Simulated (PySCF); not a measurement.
An unknown gives this computed stick spectrum. Computed with TDDFT PBE0/def2-SVPD, vertical, gas phase, core orbitals frozen in the response (PySCF 2.14.0, density-fitted response routines). Geometries: GFN2-xTB, one conformer each.

```
state  λ (nm)       f
   S1   228.2  0.0002
   S2   202.1   0.107
   S3   200.2  0.0045
   S4   195.7  0.0069
   S5   194.0  0.0022
   S6   191.7   0.075
```

Triplets computed (Tamm–Dancoff): 4.31, 5.39 eV.

Orbital energies (eV): HOMO-3 -9.52, HOMO-2 -7.99, HOMO-1 -7.71, HOMO -6.51, LUMO -0.03, LUMO+1 0.33, LUMO+2 0.56.

Problem. Which structure fits? All have the formula C5H10N2Si.
A. `C=CCNC[SiH2]C#N`
B. `C([C@H]1CN(N=C1)[SiH3])=C`
C. `C[SiH](C)n1cccn1`
D. `CCc1cn([SiH3])cn1`

Solution. D. Its S1 lies at 5.43 eV; the nearest of the others has S1 at 5.10 eV. S1 is HOMO→LUMO (99%). Löwdin shares by element: HOMO carbon 69% or more, nitrogen 10% or more (atoms not listed hold the other 20%); LUMO silicon 45%, hydrogen 35% or more (atoms not listed hold the other 20%). At the same level the other candidates give, for their lowest levels:
- `C[SiH](C)n1cccn1`: 191 nm (f 0.133); 190 nm (f 0.004); 184 nm (f 0.032); 180 nm (f 0.055); 174 nm (f 0.007); T1 4.63 eV; HOMO -7.13, LUMO 0.24 eV
- `C=CCNC[SiH2]C#N`: 243 nm (f 0.051); 236 nm (f 0.003); 223 nm (f 0.020); 205 nm (f 0.002); 200 nm (f 0.056); T1 4.46 eV; HOMO -6.69, LUMO -0.57 eV
- `C=C[C@@H]1C=NN([SiH3])C1`: 264 nm (f 0.106); 237 nm (f 0.005); 216 nm (f 0.111); 210 nm (f 0.050); 209 nm (f 0.017); T1 3.44 eV; HOMO -6.03, LUMO -0.37 eV

Shape of the structure used: `[CH3:1][CH2:2][c:3]1[cH:4][n:5]([SiH3:6])[cH:7][n:8]1`: C1–C2–C3–C4 94°.
